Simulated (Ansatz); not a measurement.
C3H8SSi, SMILES `C=CC([SiH3])S`. The species carries charge 0 and has multiplicity 1.

Cartesian coordinates in Å:
```
C -0.3457 0.6510 -1.9540
C 0.2023 -0.0868 -0.9960
C 0.2825 0.3155 0.4335
Si -0.7996 -0.8341 1.4858
S 1.9777 0.2163 1.0776
H -0.7678 1.6292 -1.7461
H -0.3932 0.2995 -2.9775
H 0.6290 -1.0586 -1.2348
H -0.0969 1.3332 0.5652
H -2.2207 -0.5742 1.1432
H -0.4580 -2.2452 1.1753
H -0.5735 -0.5717 2.9308
H 2.5639 0.9258 0.0971
```

Problem. Give the diagnostics of a CCSD(T)/def2-TZVPP run (frozen core, Ansatz 0.2.0). (Best estimate.)

Solution. The calculation gave: T1 = 0.0113, largest single amplitude 0.012, largest double 0.043, (T) share of the correlation energy 4.3 %, 9 CCSD cycles. The RHF solution is stable towards an unrestricted one. T1 lies under the customary mark of 0.02 for closed shells.
